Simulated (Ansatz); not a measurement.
Cost and result for the atomization energy of C₂H₇FO₂Si, SMILES `CO[SiH](F)OC` (13 atoms, 12 bonds).

Cartesian coordinates in Å:
```
C 1.757 1.141 -1.057
O 0.527 1.590 -0.530
Si -0.728 0.664 -0.114
F -1.688 1.578 0.758
O -0.179 -0.599 0.744
C -0.959 -1.693 1.175
H 2.188 0.350 -0.437
H 2.443 1.988 -1.077
H 1.636 0.767 -2.078
H -1.525 0.192 -1.266
H -1.508 -1.441 2.086
H -0.290 -2.529 1.387
H -1.675 -2.008 0.408
```

Charge 0, multiplicity 1. All single points use the PBE0-D4/def2-TZVP geometry. It is one conformer, not always the lowest. Program: Ansatz. All runs use 2 threads of an AMD EPYC 7R13 on a shared host and a share of an NVIDIA H100 80 GB. Times are those of one run each, without the atoms' runs, and a repeat can differ threefold. Electronic energies, without spin–orbit coupling; frozen cores. CCSD(T)/CBS adds CCSD(T) − MP2 in def2-TZVPP to the MP2 limit, and its time is that of the two runs behind it. T1 = 0.011. B3LYP takes the VWN-RPA correlation (the form of Gaussian; ORCA's B3LYP/G).

CCSD(T)/CBS is a level of theory with its own doubt, some kJ/mol a heavy atom from the limit and from the frozen cores, so smaller differences don't rank the functionals.

```json
{"level": "PBE0-D4/def2-TZVPP", "functions": "295", "wall time": "1.7 s", "atomization (kcal/mol)": "1226.0", "difference from CCSD(T)/CBS": "-11.6", "per bond": "-1.0"}
{"level": "B3LYP-D4/def2-TZVPP (with forces)", "functions": "295", "wall time": "2.3 s", "atomization (kcal/mol)": "1230.6", "difference from CCSD(T)/CBS": "-7.0", "per bond": "-0.6"}
{"level": "PBE-D4/def2-TZVPP (with forces)", "functions": "295", "wall time": "2.3 s", "atomization (kcal/mol)": "1249.1", "difference from CCSD(T)/CBS": "11.5", "per bond": "1.0"}
{"level": "r2SCAN-D4/def2-TZVPP (with forces)", "functions": "295", "wall time": "2.4 s", "atomization (kcal/mol)": "1234.8", "difference from CCSD(T)/CBS": "-2.8", "per bond": "-0.2"}
{"level": "ωB97X-V/def2-TZVPP", "functions": "295", "wall time": "2.5 s", "atomization (kcal/mol)": "1235.9", "difference from CCSD(T)/CBS": "-1.7", "per bond": "-0.1"}
{"level": "B2PLYP/def2-TZVPP", "functions": "295", "wall time": "3.8 s", "atomization (kcal/mol)": "1221.6", "difference from CCSD(T)/CBS": "-16.0", "per bond": "-1.3"}
{"level": "MP2/def2-QZVPP", "functions": "565", "wall time": "4.1 s", "atomization (kcal/mol)": "1250.1", "difference from CCSD(T)/CBS": "12.5", "per bond": "1.0"}
{"level": "ωB97M-V/def2-TZVPP (with forces)", "functions": "295", "wall time": "5.5 s", "atomization (kcal/mol)": "1236.5", "difference from CCSD(T)/CBS": "-1.1", "per bond": "-0.1"}
{"level": "CCSD(T)/def2-TZVPP", "functions": "295", "wall time": "7.5 s", "atomization (kcal/mol)": "1204.5", "difference from CCSD(T)/CBS": "-33.1", "per bond": "-2.8"}
{"level": "CCSD(T)/CBS(def2)", "functions": "–", "wall time": "12 s", "atomization (kcal/mol)": "1237.6", "difference from CCSD(T)/CBS": "0.0", "per bond": "0.0"}
```

In def2-TZVPP, CCSD(T) changes the Hartree–Fock value by +297.3 kcal/mol (the triples alone add +16.3 kcal/mol) and MP2 by +322.8 kcal/mol; breaking electron pairs costs correlation energy, which Hartree–Fock lacks. From PBE to PBE0 (25 % exact exchange), in def2-TZVPP and without D4, the atomization energy moves by −22.2 kcal/mol: exact exchange takes away binding that semilocal exchange gives to molecules. The D4 term adds +9.2 kcal/mol with B3LYP and +4.9 kcal/mol with PBE0; it sums over pairs of atoms, weighted by their polarisabilities, and B3LYP, whose exchange is more repulsive, gets the larger term.
